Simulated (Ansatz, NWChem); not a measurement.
## KF: a line through the functionals

The species is KF (2 atoms), meant as a singlet with charge 0. As SMILES, `[F][K]`. The shape is that of a PBE0-D4/def2-TZVP optimisation.

The HOMO–LUMO gap y, in eV, basis def2-TZVPP; a is the functional's share of exact exchange. Programs: Ansatz 0.2.0, NWChem 7.3.0.

```
functional  program     a  y (eV)
      TPSS   NWChem     0    3.15
       PBE   Ansatz     0    2.99
     B3LYP   Ansatz   0.2    4.72
   r2SCAN0   Ansatz  0.25    5.89
      PBE0   Ansatz  0.25       ?
     BHLYP   Ansatz   0.5    7.29
```

Q: Fit y = c + s·a to the known rows and predict PBE0.

A: 
1. Means of the 5 rows: a = 0.1900, y = 4.808.
2. Σ(Δa)² = 0.172, Σ(Δa·Δy) = 1.4939, so the slope is 1.4939/0.172 = 8.6855.
3. Intercept: 4.808 − (8.6855) × 0.1900 = 3.158. The largest residual of the fit is 0.56.
4. PBE0: 3.158 + (8.6855) × 0.25 = 5.33 eV.

The run gave 5.23 eV, so the prediction is off by +0.10 eV, within the scatter of the fit. Exact exchange lowers occupied levels and raises empty ones.
